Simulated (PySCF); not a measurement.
```xyz
4
charge 0 multiplicity 3, angstrom
Co    0.1603    0.0000    0.0000
O    -0.3483    1.4877    0.0000
O    -0.3483   -1.4877    0.0000
H     1.6422    0.0000    0.0000
```

Method: UPBE0 in PySCF with Co def2-TZVP, O def2-TZVP, H def2-TZVP; no relativity; density-fitted integrals.

This geometry of HCoO2 is a stationary point at this level.

(1) What is the point group?

(2) Is it a minimum?

(3) Which band is strongest in the infrared?

(4) What are the dipole moment and the gap between the highest occupied and lowest empty levels of either spin?

## Answers

(1) C2v.

(2) No: it has 1 imaginary mode, at 436i cm⁻¹ (b1).

(3) 1203 cm⁻¹ (b2), 338 km/mol.

(4) 1.29 D and 3.68 eV.

Other isomers or separated fragments may lie lower. Open d and f shells are described by one determinant, and the ground state may have another occupation or spin. At this level a triplet minimum of Cs symmetry lies 18 kJ/mol below this structure.
